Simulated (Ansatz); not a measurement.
Cost and result for the atomization energy of FH5Si3 (`F[SiH]1[SiH2][SiH2]1`) (9 atoms, 9 bonds).

```xyz
9

F    -1.0995   -0.9735    2.2582
Si   -0.9839   -0.1747    0.8756
Si    0.8186    1.0680    0.1410
Si    0.1194   -0.8674   -1.0309
H    -2.2797    0.4812    0.5680
H     2.1523    0.8069    0.7397
H     0.6609    2.4770   -0.3007
H    -0.5593   -0.9100   -2.3511
H     1.1712   -1.9075   -0.8999
```

The species carries charge 0 and has multiplicity 1. The geometry is a stationary point of PBE0-D4/def2-TZVP. Program: Ansatz. All runs use 2 threads of an Arm Neoverse V2 on a shared host. Times are those of one run each, without the atoms' runs, and a repeat can differ threefold. Electronic energies, without spin–orbit coupling; frozen cores. CCSD(T)/CBS adds CCSD(T) − MP2 in def2-TZVPP to the MP2 limit, and its time is that of the two runs behind it. T1 = 0.015.

CCSD(T)/CBS is a level of theory with its own doubt, some kJ/mol a heavy atom from the limit and from the frozen cores, so smaller differences don't rank the functionals.

| level | functions | wall time |
| --- | --- | --- |
| revPBE-D4/def2-TZVPP | 227 | 2.4 s |
| BLYP-D4/def2-TZVPP | 227 | 2.4 s |
| CCSD(T)/def2-SVP | 93 | 2.5 s |
| PBE-D4/def2-TZVPP (with forces) | 227 | 3 s |
| PBE0-D4/def2-TZVPP | 227 | 3.7 s |
| CAM-B3LYP-D4/def2-TZVPP | 227 | 4 s |
| r2SCANh-D4/def2-TZVPP | 227 | 6.5 s |
| PBE-QIDH/def2-TZVPP | 227 | 6.5 s |
| ωB97X-V/def2-TZVPP | 227 | 10 s |
| B97M-V/def2-TZVPP | 227 | 12 s |
| MP2/def2-QZVPP | 417 | 19 s |
| CCSD(T)/def2-TZVPP | 227 | 76 s |
| CCSD(T)/CBS(def2) | – | 95 s |

Problem. What atomization energy does each give, and how far from CCSD(T)/CBS? (Best estimate.)

Solution. Ansatz gave: 
```tsv
level	atomization (kcal/mol)	difference from CCSD(T)/CBS	per bond
revPBE-D4/def2-TZVPP	638.8	-14.1	-1.6
BLYP-D4/def2-TZVPP	642.1	-10.8	-1.2
CCSD(T)/def2-SVP	595.6	-57.3	-6.4
PBE-D4/def2-TZVPP (with forces)	651.1	-1.8	-0.2
PBE0-D4/def2-TZVPP	645.2	-7.7	-0.9
CAM-B3LYP-D4/def2-TZVPP	649.6	-3.3	-0.4
r2SCANh-D4/def2-TZVPP	651.2	-1.7	-0.2
PBE-QIDH/def2-TZVPP	642.9	-10.0	-1.1
ωB97X-V/def2-TZVPP	659.0	6.1	0.7
B97M-V/def2-TZVPP	661.4	8.5	0.9
MP2/def2-QZVPP	645.9	-7.0	-0.8
CCSD(T)/def2-TZVPP	632.5	-20.4	-2.3
CCSD(T)/CBS(def2)	652.9	0.0	0.0
```

The D4 term adds +8.4 kcal/mol with B3LYP and +4.4 kcal/mol with PBE0; it sums over pairs of atoms, weighted by their polarisabilities, and B3LYP, whose exchange is more repulsive, gets the larger term. Leaving LDA and LC-ωPBE aside and taking each functional with its dispersion term where it has one, the values, not all of them listed here, spread over 24.8 kcal/mol, from BHLYP-D4 to B97M-V. LDA lies +85.8 kcal/mol from PBE without D4, its usual overbinding. From r2SCAN to r2SCAN0 (25 % exact exchange), in def2-TZVPP and without D4, the atomization energy moves by −9.1 kcal/mol: exact exchange takes away binding that semilocal exchange gives to molecules.

B3LYP here is the variant with VWN-RPA as its local correlation; programs differ in this.
